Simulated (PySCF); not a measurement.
Al2(mu-H)2(Cl)4, H2Al2Cl4, singlet (CAM-B3LYP/def2-SVP optimised geometry):

```
8

Al     0.603    -1.131     0.000
Al    -0.603     1.131     0.000
H      0.000     0.000     1.154
Cl    -0.559    -2.858     0.000
Cl     2.683    -1.131     0.000
H      0.000     0.000    -1.154
Cl    -2.683     1.130     0.000
Cl     0.558     2.858     0.000
```

Computed with PySCF 2.14.0 with CAM-B3LYP/def2-TZVP.

Question: What are the frontier orbital energies and the dipole moment?

Answer: HOMO-2 -11.12 eV, HOMO-1 -10.89 eV, HOMO -10.85 eV, LUMO -0.66 eV, LUMO+1 0.22 eV; dipole moment 0.00 D.

On the same geometry PBE/def2-TZVP run with PySCF gives HOMO-2 -8.32 eV, HOMO-1 -8.11 eV, HOMO -8.10 eV, LUMO -2.56 eV, LUMO+1 -1.59 eV; dipole moment 0.00 D.

Meta-Löwdin charges at CAM-B3LYP/def2-TZVP: Al1 0.77, Al2 0.77, H3 -0.16, Cl4 -0.31, Cl5 -0.31, H6 -0.16, Cl7 -0.31, Cl8 -0.31.
